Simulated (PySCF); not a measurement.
TaS(SMe)3, C₃H₉S₄Ta (singlet state).
Structure used (PBE0-D3(BJ)/def2-SVP), in Å, numbered top down from 1:
```
atom  x, y, z in Å
Ta1    0.083    0.003   -0.377
S2     0.141   -0.026    1.785
S3     2.177   -0.587   -1.272
C4     2.880   -1.832   -0.134
H5     3.028   -1.393    0.861
H6     3.844   -2.143   -0.556
H7     2.217   -2.704   -0.061
S8    -0.578    2.130   -1.127
C9    -0.066    3.371    0.110
H10   -0.528    3.148    1.080
H11   -0.410    4.348   -0.255
H12    1.026    3.384    0.211
S13   -1.495   -1.564   -1.133
C14   -2.876   -1.532    0.062
H15   -2.523   -1.832    1.056
H16   -3.630   -2.243   -0.301
H17   -3.318   -0.528    0.111
```

Method: TDDFT CAM-B3LYP/def2-SVPD, vertical, gas phase, core orbitals frozen in the response, def2 core potentials past Kr (PySCF). Spin–orbit coupling is left out.

Transition dipole moments from the ground state, in atomic units and in the frame of the coordinates above (overall signs are arbitrary), for the states with f of 0.002 or more among the lowest 7:

```csv
state,E (eV),μx,μy,μz
S1,3.777,-0.298,-0.056,0.024
S2,3.843,0.197,-0.159,-0.080
S3,3.905,-0.169,-0.221,0.032
S4,4.072,0.391,0.352,0.010
S5,4.133,-0.295,0.490,-0.031
S6,4.205,-0.014,0.024,0.366
S7,4.390,0.125,0.019,-0.268
```

Problem. What oscillator strength does each state have?

Solution. f = (2/3) ΔE |μ|² with ΔE in hartree (27.2114 eV).

| state | \|μ\|² (au) | \|μ\| (D) | f |
| --- | --- | --- | --- |
| S1 | 0.092 | 0.77 | 0.009 |
| S2 | 0.070 | 0.67 | 0.007 |
| S3 | 0.078 | 0.71 | 0.007 |
| S4 | 0.277 | 1.34 | 0.028 |
| S5 | 0.329 | 1.46 | 0.033 |
| S6 | 0.135 | 0.93 | 0.014 |
| S7 | 0.088 | 0.75 | 0.009 |

Problem. Which bond between heavy atoms lies closest to the direction of the S5 transition dipole?

Solution. Ta1–S8, at 21° from it; next S3–C4 at 35°.

Problem. What angle do the transition dipoles of S4 and S5 make?

Solution. |cos θ| = |μa·μb| / (|μa| |μb|) = 0.19, so θ ≈ 79° (taken between 0 and 90°, since the signs are arbitrary).

Problem. How is the summed strength of these states shared among x, y and z?

Solution. (2/3) Σ ΔE μα² gives 0.040 for x, 0.044 for y and 0.022 for z, 0.107 in all.

Problem. What peak molar absorption coefficient would the strongest computed level give as a lone Gaussian band 0.4 eV wide at half height?

Solution. ε(max) = 2.175×10⁸ f / FWHM, with the width in cm⁻¹. S5: 2.175×10⁸ × 0.0333 / 3226 ≈ 2200 L mol⁻¹ cm⁻¹.

On one thread, Arm Neoverse V2 (aarch64) (shared host), this took 1.8 min (with the writing of density and orbital grids) and 1.7 GiB of memory at its peak.
